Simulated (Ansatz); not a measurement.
A nudged elastic band was laid between two geometries of AlClFH₄OP (9 atoms, charge 0, multiplicity 1).

All numbers below come from RKS BLYP/def2-SVP in Ansatz.

```yaml
movable_images: 5
climbing_image: yes
spring: 5.0 eV/Å²
optimiser: quadratic models (default)
start_path: through a guess of the saddle point
force_threshold: 0.2 eV/Å
iteration_limit: 60
end_points: relaxed
```

Initial state:

```xyz
9
Properties=species:S:1:pos:R:3
Al -0.071 -0.230 0.020
F 0.274 -1.218 1.346
O 1.192 0.197 -1.073
H 2.086 -0.169 -0.968
Cl -2.049 -0.336 -0.780
P -0.452 1.990 1.253
H -0.819 3.106 0.441
H 0.570 2.615 2.031
H -1.516 2.052 2.203
```

Final state:

```xyz
9
Properties=species:S:1:pos:R:3
Al -0.122 0.508 -0.191
F -0.376 -0.145 1.754
O 1.498 0.045 -0.535
H 1.746 -0.741 -1.048
Cl -1.782 -0.387 -1.195
P -0.301 2.770 0.570
H -1.559 2.608 1.260
H 0.487 2.582 1.773
H -0.377 0.768 2.085
```

(1) What changes between the two ends?

(2) Give the energies along the band, and the barrier.

(3) What is the geometry of the highest image?

The band took 10 iterations and of the order of 3 core-minutes.

Answers

(1) Bonds broken: P6–H9. Bonds formed: F2–H9.

(2) The run converged. The highest image is number 4 of 0 to 6, 1.72 eV above the first end and 0.22 eV above the last; the last end lies 1.50 eV above the first. The threshold of 0.2 eV/Å is loose, so the images may lie well off the minimum-energy path. The order of the stationary point at the top wasn't checked. The orbitals stay closed-shell, which can raise the energy where a bond breaks towards radicals; this wasn't checked here.

```json
{"image": "0", "path coordinate (Å)": "0.00", "energy (eV)": "0.00", "P6–H9 (Å)": "1.43", "F2–H9 (Å)": "3.82"}
{"image": "1", "path coordinate (Å)": "0.92", "energy (eV)": "0.04", "P6–H9 (Å)": "1.42", "F2–H9 (Å)": "3.22"}
{"image": "2", "path coordinate (Å)": "1.83", "energy (eV)": "0.26", "P6–H9 (Å)": "1.42", "F2–H9 (Å)": "2.45"}
{"image": "3", "path coordinate (Å)": "2.75", "energy (eV)": "0.66", "P6–H9 (Å)": "1.47", "F2–H9 (Å)": "1.93"}
{"image": "4", "path coordinate (Å)": "3.67", "energy (eV)": "1.72", "P6–H9 (Å)": "1.97", "F2–H9 (Å)": "1.12"}
{"image": "5", "path coordinate (Å)": "4.31", "energy (eV)": "1.55", "P6–H9 (Å)": "2.34", "F2–H9 (Å)": "0.99"}
{"image": "6", "path coordinate (Å)": "4.95", "energy (eV)": "1.50", "P6–H9 (Å)": "2.51", "F2–H9 (Å)": "0.97"}
```

(3) 
```xyz
9
Properties=species:S:1:pos:R:3:forces:R:3
Al -0.135 0.341 -0.187 -0.11 0.08 -0.01
F -0.138 -0.213 1.644 0.00 0.06 -0.05
O 1.301 -0.093 -1.014 0.11 -0.11 0.16
H 2.020 -0.628 -0.637 -0.03 0.06 -0.08
Cl -2.009 -0.149 -1.064 0.06 0.03 0.00
P -0.198 2.631 0.782 0.03 -0.08 -0.14
H -1.597 2.689 1.070 -0.13 0.02 0.09
H 0.207 2.530 2.162 0.09 0.01 0.02
H -0.237 0.900 1.719 0.00 -0.08 0.01
```

Time of the run: 97 s on 2 threads of Arm Neoverse V2 (shared host), peak memory 0.14 GiB.
